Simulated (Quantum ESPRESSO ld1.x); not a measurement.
Values are calculated unless marked as measured or tabulated.
Q: All-electron atom: N VI in [He]. Level of theory: scalar-relativistic Kohn-Sham, PBEsol, spin-unpolarised, spherical densities, point nucleus (ld1.x of Quantum ESPRESSO 7.5). Some entries of the table are withheld. Estimate them.

| orbital | occ. | eigenvalue (eV) | <r> (bohr) | <1/r> (bohr^-1) |
|---|---|---|---|---|
| 1s | 2 | -509.470 | (1) | (2) |
| 2s | 0 | -103.798 | 1.002 | 1.479 |
| 2p | 0 | (3) | 0.8891 | 1.420 |

A: 
(1) 1s <r> (bohr): 0.2276
(2) 1s <1/r> (bohr^-1): 6.676
(3) 2p eigenvalue (eV): -95.8073
